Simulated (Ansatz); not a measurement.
Single points on nido-B5H9 (Br for H, site b on B) (B5H8Br).

```yaml
crystal:
  periodic: [false, false, false]
  atoms:
    - {symbol: B, position_ang: [-1.168829, 0.513882, 0.049967]}
    - {symbol: B, position_ang: [0.333259, 0.670840, 1.034999]}
    - {symbol: B, position_ang: [-0.276129, -0.851411, 0.556481]}
    - {symbol: B, position_ang: [-0.290387, -0.537636, -1.122284]}
    - {symbol: B, position_ang: [1.212070, -0.380332, -0.137410]}
    - {symbol: Br, position_ang: [-0.786175, -2.425537, 1.586408]}
    - {symbol: H, position_ang: [-2.324216, 0.816400, 0.214613]}
    - {symbol: H, position_ang: [0.587801, 1.120052, 2.124471]}
    - {symbol: H, position_ang: [-0.620778, -1.221707, -2.058466]}
    - {symbol: H, position_ang: [2.291152, -0.917925, -0.148029]}
    - {symbol: H, position_ang: [-0.405178, 1.600024, 0.363150]}
    - {symbol: H, position_ang: [1.398792, 0.922266, 0.221211]}
    - {symbol: H, position_ang: [0.926471, 0.006698, -1.413398]}
    - {symbol: H, position_ang: [-0.877843, 0.684395, -1.271680]}
basis:
  gaussian: {orbitals: def2-TZVP, initial_orbitals: start.molden}
hamiltonian: {xc: r2scan, dispersion: d4}
scf: {omitted_lower_state_checks: [starts]}
output: {orbitals: {seedname: orbitals}}
```

The file start.molden holds the orbitals of an earlier run on this structure, at another level or in another basis.

```sh
$ ansatz run in.yaml --threads 4 --pin off --events-out ev --progress --plain --max-ram 4787MiB
```

Shortened log:

```
Functional definition: r2SCAN
1573 factors; their error is unknown
mean field evaluation 1: about -73557.4564 eV, gradient 7.6e0 eV
mean field evaluation 2: about -73557.5053 eV, gradient 6.0e-2 eV
mean field evaluation 4: about -73557.4543 eV, gradient 3.2e-4 eV
mean field -73557.45426722 eV, -2703.1865852870 hartree, gradient 5.4e-5 eV, S^2 0.000000; 0 other end points of the search recorded, 0 dependent functions left out
reference -73557.45428363 eV, -2703.1865858903 hartree; 34, 34 occupied and 217, 217 virtual orbitals, 1573 factors
Total energy: -73557.54530710 eV, -2703.1899309409 hartree
Checks for a lower state left out: starts
```

Hardware: 4 threads of Intel Xeon on a shared host. Wall time 5.5 s.

The first input with `correlation: {method: mp2}` and without the key `hamiltonian` (abridged; 4.3 s):

```
Functional definition: HF
mean field -73484.23461126 eV, -2700.4958125607 hartree, gradient 3.0e-6 eV, S^2 0.000000
14 core orbitals not correlated: weight in the atoms' cores, before any rotation towards them, 1.000 or more for the frozen orbitals, at most 0.000 for the correlated occupied ones
second order -23.71604325 eV of doubles, -0.00000000 eV of singles
Total energy: -73507.95065452 eV, -2701.3673610749 hartree
Checks for a lower state left out: starts
```

The first input with `gaussian: {orbitals: def2-SVP, initial_orbitals: start.molden}`, `hamiltonian: {xc: pbe, dispersion: d4}` (abridged; 1.6 s):

```
Functional definition: PBE
mean field -73531.56609754 eV, -2702.2352125990 hartree, gradient 2.0e-5 eV, S^2 0.000000
Total energy: -73531.94849798 eV, -2702.2492655561 hartree
Checks for a lower state left out: starts
```

First input, but with `hamiltonian: {xc: {name: B3LYP}, dispersion: d4}` (abridged; 3.9 s):

```
Functional definition: B3LYP
mean field -73561.16386329 eV, -2703.3229104282 hartree, gradient 2.6e-5 eV, S^2 0.000000
Total energy: -73561.78633314 eV, -2703.3457857732 hartree
Checks for a lower state left out: starts
```

Geometry: PBE-D4/def2-SVP.

B3LYP takes the VWN-RPA correlation. Correlated methods freeze 14 core orbitals; core or outer-core shells of Br are correlated, in sets that lack core-valence functions. Another isomer (singlet) lies 0.02 eV lower at PBE-D4/def2-SVP; other spin states weren't run for this one.
